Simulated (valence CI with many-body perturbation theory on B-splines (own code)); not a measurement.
**E1 transitions of Pt XLVIII**

Level of theory: configuration interaction combined with many-body perturbation theory (CI+MBPT): three valence electrons over a frozen Dirac-Fock core [Ar] 3d10, a basis of 11 s, 11 p, 10 d, 8 f, 5 g, 2 h functions for each j, with the one-electron correlation potential Σ1, the two-electron term Σ2, the three-electron term Σ3, Breit, model QED; selected CI, second order for the rest, scaled by the run's own slope (own B-spline code, finite nucleus).

The last digits are not significant, and no measured levels were compared; by estimate large intervals hold to a few tenths of a per cent, small ones and those within an open d or f shell to about a per cent.

Lines 101 to 150 of 554 in falling wavelength, among levels below 955.62 eV, chosen from the strongest by gf and those to the six lowest levels. Wavelengths and rates use the calculated energies. Electric multipoles are in the length gauge, E1 and E2 with the static RPA response of the core. Weak lines are less certain than strong ones. Lines between different terms over intervals too small for the method are left out, as are lines whose strength nearly cancels. Where a level lies close to another of its J and parity, the split of strength between their lines is uncertain. The highest levels of a list are the least certain.

Levels are named by their leading jj configuration (3d3/2^4 stands for four electrons in 3d with j = 3/2), which in mixed levels can hold well under half, so a name can repeat and another be missing. Letters in brackets count levels of one name in rising energy.

```
λ vac (Å)                          Upper                          Lower   A (s⁻¹)  S (a.u.) with core polarisation  S without
    64.21  (4p1/2 4d3/2 4d5/2) J=5/2 [b]  (4p1/2 4p3/2 4d3/2) J=3/2 [b]  7.58e+10                         5.94e-02   6.26e-02
    64.18         (4s 4d3/2 4f7/2) J=3/2     (4s 4d3/2 4d5/2) J=3/2 [b]  1.17e+11                         6.13e-02   6.45e-02
    64.15         (4s 4d5/2 4f7/2) J=3/2             (4s 4d5/2^2) J=5/2  1.19e+11                         6.21e-02   6.54e-02
    64.13     (4s 4d5/2 4f5/2) J=9/2 [b]             (4s 4d5/2^2) J=7/2  2.09e+11                         2.73e-01   2.86e-01
    64.09  (4p1/2 4p3/2 4f7/2) J=5/2 [a]  (4p1/2 4p3/2 4d5/2) J=3/2 [a]  2.43e+11                         1.89e-01   1.99e-01
    64.09          (4p1/2 4d5/2^2) J=5/2  (4p1/2 4p3/2 4d5/2) J=3/2 [b]  3.42e+11                         2.67e-01   2.80e-01
    64.07     (4s 4p1/2 4d5/2) J=5/2 [b]     (4s 4p1/2 4p3/2) J=3/2 [b]  1.86e+11                         1.45e-01   1.52e-01
    64.03  (4p1/2 4d3/2 4d5/2) J=7/2 [a]  (4p1/2 4p3/2 4d3/2) J=5/2 [a]  9.90e+10                         1.03e-01   1.08e-01
    64.01        (4s 4d5/2 4f5/2) J=11/2         (4s 4d5/2^2) J=9/2 [a]  3.45e+11                         5.36e-01   5.63e-01
    64.00     (4s 4d5/2 4f5/2) J=7/2 [b]     (4s 4p3/2 4f7/2) J=5/2 [a]  6.80e+10                         7.04e-02   7.41e-02
    63.99          (4p1/2 4d5/2^2) J=3/2      (4p1/2 4p3/2 4d5/2) J=1/2  3.95e+11                         2.05e-01   2.15e-01
    63.95  (4p1/2 4p3/2 4f5/2) J=7/2 [b]  (4p1/2 4p3/2 4d5/2) J=5/2 [a]  6.88e+10                         7.10e-02   7.45e-02
    63.91             (4s 4d5/2^2) J=1/2     (4s 4p3/2 4d5/2) J=3/2 [b]  2.99e+11                         7.71e-02   8.13e-02
    63.85     (4s 4p1/2 4d5/2) J=5/2 [a]         (4s 4p1/2 4p3/2) J=5/2  1.08e+10                         8.34e-03   8.80e-03
    63.84  (4p1/2 4d3/2 4d5/2) J=5/2 [a]  (4p1/2 4p3/2 4d3/2) J=3/2 [a]  8.65e+10                         6.66e-02   7.03e-02
    63.77     (4s 4d5/2 4f5/2) J=1/2 [b]     (4s 4p3/2 4f5/2) J=3/2 [b]  2.68e+11                         6.87e-02   7.24e-02
    63.76          (4p1/2 4d5/2^2) J=3/2  (4p1/2 4p3/2 4d5/2) J=3/2 [b]  1.14e+11                         5.86e-02   6.17e-02
    63.70         (4s 4p3/2 4f7/2) J=3/2     (4s 4p3/2 4d5/2) J=3/2 [a]  2.23e+11                         1.14e-01   1.20e-01
    63.69  (4p1/2 4p3/2 4f7/2) J=9/2 [b]      (4p1/2 4p3/2 4d5/2) J=9/2  8.89e+10                         1.13e-01   1.19e-01
    63.65         (4s 4p1/2 4d5/2) J=3/2     (4s 4p1/2 4p3/2) J=3/2 [b]  6.35e+10                         3.23e-02   3.41e-02
    63.63         (4s 4d5/2 4f7/2) J=9/2         (4s 4d5/2^2) J=9/2 [a]  6.07e+10                         7.72e-02   8.11e-02
    63.62        (4s 4d5/2 4f7/2) J=13/2        (4s 4p3/2 4f7/2) J=11/2  3.88e+11                         6.91e-01   7.28e-01
    63.57     (4s 4d5/2 4f5/2) J=9/2 [b]     (4s 4p3/2 4f7/2) J=7/2 [b]  3.02e+11                         3.83e-01   4.03e-01
    63.53         (4s 4d5/2^2) J=9/2 [b]     (4s 4p3/2 4d5/2) J=7/2 [b]  3.15e+11                         3.99e-01   4.20e-01
    63.47         (4s 4d3/2 4d5/2) J=9/2         (4s 4p3/2 4d3/2) J=7/2  4.63e+10                         5.85e-02   6.19e-02
    63.35  (4p1/2 4d3/2 4d5/2) J=3/2 [b]  (4p1/2 4p3/2 4d3/2) J=1/2 [b]  1.09e+11                         5.49e-02   5.79e-02
    63.31     (4p1/2 4p3/2 4f7/2) J=11/2      (4p1/2 4p3/2 4d5/2) J=9/2  2.59e+11                         3.89e-01   4.08e-01
    63.28  (4p1/2 4d3/2 4d5/2) J=5/2 [a]  (4p1/2 4p3/2 4d3/2) J=5/2 [a]  1.29e+11                         9.66e-02   1.02e-01
    63.23      (4p1/2 4p3/2 4f5/2) J=9/2  (4p1/2 4p3/2 4d5/2) J=7/2 [a]  8.39e+10                         1.05e-01   1.10e-01
    63.22          (4p1/2 4d5/2^2) J=9/2  (4p1/2 4p3/2 4d5/2) J=7/2 [b]  7.13e+11                         8.89e-01   9.36e-01
    63.20          (4p1/2 4d5/2^2) J=5/2  (4p1/2 4p3/2 4d5/2) J=7/2 [b]  8.82e+10                         6.60e-02   6.96e-02
    63.09     (4s 4p3/2 4d5/2) J=5/2 [a]             (4s 4p3/2^2) J=5/2  2.20e+11                         1.63e-01   1.72e-01
    63.07     (4s 4d3/2 4d5/2) J=7/2 [a]     (4s 4p3/2 4d3/2) J=5/2 [a]  9.76e+10                         9.67e-02   1.02e-01
    63.06  (4p1/2 4p3/2 4f7/2) J=5/2 [b]  (4p1/2 4p3/2 4d5/2) J=5/2 [a]  3.82e+11                         2.84e-01   2.99e-01
    62.97     (4s 4d5/2 4f5/2) J=5/2 [a]     (4s 4p3/2 4f5/2) J=3/2 [a]  8.93e+10                         6.61e-02   6.96e-02
    62.96      (4p1/2 4p3/2 4f7/2) J=3/2  (4p1/2 4p3/2 4d5/2) J=3/2 [a]  3.46e+11                         1.70e-01   1.79e-01
    62.95     (4s 4p3/2 4f7/2) J=9/2 [a]         (4s 4p3/2 4d5/2) J=9/2  1.18e+11                         1.46e-01   1.53e-01
    62.93             (4s 4d5/2^2) J=3/2         (4s 4p3/2 4d5/2) J=1/2  3.90e+11                         1.92e-01   2.02e-01
    62.89     (4s 4d5/2 4f5/2) J=7/2 [a]     (4s 4p3/2 4f5/2) J=5/2 [a]  2.04e+11                         2.00e-01   2.11e-01
    62.86          (4p1/2^2 4d5/2) J=5/2          (4p1/2^2 4p3/2) J=3/2  2.65e+11                         1.95e-01   2.05e-01
    62.80     (4s 4d5/2 4f5/2) J=9/2 [a]         (4s 4p3/2 4f5/2) J=7/2  2.82e+11                         3.45e-01   3.63e-01
    62.79  (4p1/2 4d3/2 4d5/2) J=3/2 [a]  (4p1/2 4p3/2 4d3/2) J=3/2 [a]  2.07e+11                         1.01e-01   1.07e-01
    62.77          (4p1/2 4d5/2^2) J=7/2  (4p1/2 4p3/2 4d5/2) J=5/2 [b]  9.45e+11                         9.23e-01   9.72e-01
    62.77        (4s 4d5/2 4f5/2) J=11/2        (4s 4p3/2 4f7/2) J=11/2  5.64e+10                         8.26e-02   8.71e-02
    62.74         (4s 4d5/2 4f7/2) J=3/2         (4s 4p3/2 4f7/2) J=3/2  3.13e+11                         1.53e-01   1.60e-01
    62.63  (4p1/2 4p3/2 4f7/2) J=9/2 [b]  (4p1/2 4p3/2 4d5/2) J=7/2 [a]  3.09e+11                         3.75e-01   3.94e-01
    62.63         (4s 4d5/2 4f7/2) J=7/2     (4s 4p3/2 4f7/2) J=5/2 [a]  1.24e+11                         1.20e-01   1.27e-01
    62.59  (4p1/2 4d3/2 4d5/2) J=3/2 [b]  (4p1/2 4p3/2 4d3/2) J=3/2 [b]  1.17e+11                         5.65e-02   5.95e-02
    62.57          (4p1/2 4d5/2^2) J=1/2  (4p1/2 4p3/2 4d5/2) J=3/2 [b]  5.52e+11                         1.33e-01   1.41e-01
    62.57     (4s 4d5/2 4f5/2) J=5/2 [a]     (4s 4p3/2 4f5/2) J=5/2 [a]  7.86e+10                         5.70e-02   6.00e-02
```
